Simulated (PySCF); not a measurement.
Zn(H)(OSiH3), SMILES [ZnH][O][SiH3] (H₄OSiZn), singlet, PBE0/def2-SVP optimised geometry.

```
7

Zn    -1.69    -2.00    -2.66
H     -2.25    -2.75    -3.85
O     -1.05    -1.12    -1.28
Si    -0.45    -0.31     0.00
H      1.05    -0.31     0.00
H     -0.90    -0.92     1.30
H     -0.90     1.12     0.00
```

Density from PBE0/def2-TZVP in PySCF at that geometry.

Minimum of the electron density along straight lines between bonded atoms, close to the bond critical point (lines longer than 1.1 times the sum of covalent radii, or with two minima, are not listed):

| bond | length / Å | ρ at the minimum / e bohr⁻³ | ∇²ρ there / e bohr⁻⁵ | position (fraction from the first atom) |
|---|---|---|---|---|
| Zn1–H2 | 1.514 | 0.122 | 0.12 | 0.63 |
| Zn1–O3 | 1.757 | 0.137 | (withheld) | 0.49 |
| O3–Si4 | 1.629 | 0.139 | 0.90 | 0.59 |
| Si4–H5 | 1.500 | 0.119 | 0.14 | 0.49 |
| Si4–H6 | 1.500 | 0.119 | 0.14 | 0.49 |
| Si4–H7 | 1.500 | 0.119 | 0.14 | 0.49 |

Question: Complete the blanks.

Answer: 
- Zn1–O3, ∇²ρ there / e bohr⁻⁵: 0.80
